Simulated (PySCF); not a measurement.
**SMILES C(CCC)(C)(C)C, C7H16**

Molfile (atoms numbered from 1):
```
C7H16
     RDKit          3D

 23 22  0  0  0  0  0  0  0  0999 V2000
    2.9591    0.0150    0.4642 C   0  0  0  0  0  0  0  0  0  0  0  0
    1.5033   -0.4023    0.6396 C   0  0  0  0  0  0  0  0  0  0  0  0
    0.5851    0.4079   -0.2732 C   0  0  0  0  0  0  0  0  0  0  0  0
   -0.9157    0.0767   -0.1841 C   0  0  0  0  0  0  0  0  0  0  0  0
   -1.1804   -1.3802   -0.5710 C   0  0  0  0  0  0  0  0  0  0  0  0
   -1.4526    0.3352    1.2254 C   0  0  0  0  0  0  0  0  0  0  0  0
   -1.6588    0.9886   -1.1670 C   0  0  0  0  0  0  0  0  0  0  0  0
    3.0866    1.0688    0.7035 H   0  0  0  0  0  0  0  0  0  0  0  0
    3.2812   -0.1428   -0.5631 H   0  0  0  0  0  0  0  0  0  0  0  0
    3.6053   -0.5660    1.1188 H   0  0  0  0  0  0  0  0  0  0  0  0
    1.2167   -0.2533    1.6814 H   0  0  0  0  0  0  0  0  0  0  0  0
    1.4106   -1.4649    0.4113 H   0  0  0  0  0  0  0  0  0  0  0  0
    0.9088    0.2589   -1.3067 H   0  0  0  0  0  0  0  0  0  0  0  0
    0.7175    1.4681   -0.0415 H   0  0  0  0  0  0  0  0  0  0  0  0
   -2.2513   -1.5679   -0.6101 H   0  0  0  0  0  0  0  0  0  0  0  0
   -0.7597   -1.5996   -1.5499 H   0  0  0  0  0  0  0  0  0  0  0  0
   -0.7464   -2.0644    0.1532 H   0  0  0  0  0  0  0  0  0  0  0  0
   -1.2306    1.3525    1.5401 H   0  0  0  0  0  0  0  0  0  0  0  0
   -2.5319    0.2001    1.2450 H   0  0  0  0  0  0  0  0  0  0  0  0
   -1.0162   -0.3524    1.9450 H   0  0  0  0  0  0  0  0  0  0  0  0
   -1.3069    0.8252   -2.1833 H   0  0  0  0  0  0  0  0  0  0  0  0
   -2.7278    0.7889   -1.1396 H   0  0  0  0  0  0  0  0  0  0  0  0
   -1.5007    2.0349   -0.9142 H   0  0  0  0  0  0  0  0  0  0  0  0
  1  2  1  0
  2  3  1  0
  3  4  1  0
  4  5  1  0
  4  6  1  0
  4  7  1  0
  1  8  1  0
  1  9  1  0
  1 10  1  0
  2 11  1  0
  2 12  1  0
  3 13  1  0
  3 14  1  0
  5 15  1  0
  5 16  1  0
  5 17  1  0
  6 18  1  0
  6 19  1  0
  6 20  1  0
  7 21  1  0
  7 22  1  0
  7 23  1  0
M  END
```

Computed, not measured: PySCF, GIAO B3LYP/pcSseg-1 magnetisability, rotational g tensor and spin-rotation constants, non-relativistic, gas phase. Geometry: GFN2-xTB.

(1) What are the magnetisability and the molar susceptibility?

(2) Split it along the inertial axes a, b, c into diamagnetic and paramagnetic parts about the centre of mass, with the quadrupole moment.

(3) And the rotational g tensor?

Answers

(1) Isotropic -1478 × 10⁻³⁰ J/T², or -89.0 × 10⁻⁶ cm³/mol; principal values -1487, -1479, -1468 × 10⁻³⁰ J/T², anisotropy 17 × 10⁻³⁰ J/T² (root of half the summed squared differences of the principal values). The susceptibility is in cgs units.

(2) 
| axis | χ (10⁻⁶ cm³/mol) | diamagnetic (10⁻⁶ cm³/mol) | paramagnetic (10⁻⁶ cm³/mol) | summed x² of all electrons (Å²) | quadrupole Θ (D Å) |
| --- | --- | --- | --- | --- | --- |
| a | -89.4 | -444.1 | 354.6 | 191.9 | -0.61 |
| b | -88.5 | -1029.8 | 941.4 | 53.8 | -0.15 |
| c | -89.1 | -1042.6 | 953.6 | 50.8 | +0.76 |

Anisotropies 2χaa − χbb − χcc = -1.4 and 2χbb − χaa − χcc = +1.6 × 10⁻⁶ cm³/mol. Θ is traceless in Buckingham's convention.

(3) 
| axis | rotational constant (GHz) | g | nuclear part | electronic part |
| --- | --- | --- | --- | --- |
| a | 4.0868 | +0.0044 | 0.6853 | -0.6809 |
| b | 1.4173 | +0.0007 | 0.6275 | -0.6268 |
| c | 1.3992 | +0.0007 | 0.6276 | -0.6268 |

Asymmetric top; isotopes 12C, 1H; no vibrational averaging.
